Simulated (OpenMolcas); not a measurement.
# P II: thermal populations, the spin-orbit constant, Slater's ratio, worked from levels

- Program: OpenMolcas 26.06
- Basis: ANO-R2 [5s4p3d1f]
- Scalar Hamiltonian: X2C, finite nucleus
- Active space: 4 electrons in 9 orbitals (RAS2 3s 3p; RAS3 3d, at most 2 electrons)
- State averaging: 2S+1 = 3 even, 6 roots; 2S+1 = 1 even, 11 roots; 2S+1 = 5 odd, 1 root; 2S+1 = 3 odd, 8 roots; 2S+1 = 1 odd, 8 roots
- Spin-orbit coupling: RASSI with atomic mean-field integrals over the reference wave functions, term energies averaged over their components

Methods: RASSCF; MS-RASPT2, IPEA 0.25 Eh, imaginary shift 0.1 Eh (closed shells correlated: 2s 2p). Measured levels: NIST Handbook of Basic Atomic Spectroscopic Data.

**Thermal populations.** Z = Σ (2J + 1) exp(-E/kT) with k = 0.695035 cm-1/K, over the levels below. No other level of either list lies under 76700 cm-1, which is above 7 kT at each temperature.

```json
{"Level": "3s2 3p2 3P0", "2J + 1": "1", "MS-RASPT2": "0.0", "measured": "0.0"}
{"Level": "3s2 3p2 3P1", "2J + 1": "3", "MS-RASPT2": "145", "measured": "165"}
{"Level": "3s2 3p2 3P2", "2J + 1": "5", "MS-RASPT2": "417", "measured": "469"}
{"Level": "3s2 3p2 1D2", "2J + 1": "5", "MS-RASPT2": "9300", "measured": "8882"}
{"Level": "3s2 3p2 1S0", "2J + 1": "1", "MS-RASPT2": "22320", "measured": "21576"}
{"Level": "3s 3p3 5S* 2", "2J + 1": "5", "MS-RASPT2": "43900", "measured": "45697"}
{"Level": "3s 3p3 3D* 1", "2J + 1": "3", "MS-RASPT2": "65200", "measured": "65251"}
{"Level": "3s 3p3 3D* 2", "2J + 1": "5", "MS-RASPT2": "65210", "measured": "65272"}
{"Level": "3s 3p3 3D* 3", "2J + 1": "7", "MS-RASPT2": "65230", "measured": "65307"}
```

```tsv
T (K)	Z, MS-RASPT2	Z, measured levels	Ground level (%), MS-RASPT2	Ground level (%), measured levels
5000	8.658	8.620	11.6	11.6
8000	9.520	9.542	10.5	10.5
12000	10.445	10.494	9.6	9.5
```

At 12000 K, kT = 8340 cm-1, and the computed levels give Z = 1.000 + 2.948 + 4.756 + 1.639 + 0.069 + 0.026 + 0.001 + 0.002 + 0.003 = 10.445.

**The spin-orbit constant.** For the Hund term 3P of p2, E(J) = (A/2) J(J+1) + constant and ζ = 2S·A = 2A. From J = 0 to J = 2 the energy changes by 3 A.

```tsv
Source	E(2) - E(0)	A	ζ
RASSCF	415.2	138.4	277
MS-RASPT2	416.9	139.0	278
measured	469.1	156.4	313
```

All in cm-1. MS-RASPT2 is off by -11.1 % and RASSCF by -11.5 %. Both methods take the spin-orbit matrix elements from the reference wave functions, so the second can move ζ only through the term energies and any multistate remixing. Second-order mixing with other terms is absorbed into this ζ.

**Slater's ratio.** With one set of orbitals, p2 has 1D - 3P = 6 F2 and 1S - 1D = 9 F2 (F2 = F²/25), a ratio of 3/2. Term energies are centres of gravity, weighted by 2J + 1.

```csv
Source,1D - 3P,1S - 3P,F2 from the first,Ratio
RASSCF,10811,24677,1802,1.283
MS-RASPT2,9025,22039,1504,1.442
measured,8567,21260,1428,1.482
```

Energies in cm-1. A ratio away from 3/2 shows effects beyond one configuration with one set of orbitals, and in heavier atoms second-order spin-orbit shifts.

Term energies are means over components that CASPT2 splits; among the terms shown or strongly mixed into the levels shown the widest spread is 31 cm-1 (3s 3p3 3D*, MS-RASPT2). The run also gave levels led by 3s 3p2 3d, 3s2 3p 3d, which use shells meant for correlation; these and all levels above them are left out. Some terms mix strongly with configurations of 3d, whose occupation reaches 0.24 (3s 3p3 3D*, 3s 3p3 3P*). Without dynamic correlation excited terms often stand tens of per cent too high (terms of higher spin than the ground term too low), and those without a measured partner can miss by more than the paired ones (holds for RASSCF). Measured partners are found by configuration, term and J. A level has none where our copy of the source lacks it or the pairing is in doubt (some pairs that miss far off the trend of their configuration count as doubtful), and it then counts in no deviation. Levels of configurations outside the active space are missing.

* marks odd parity.
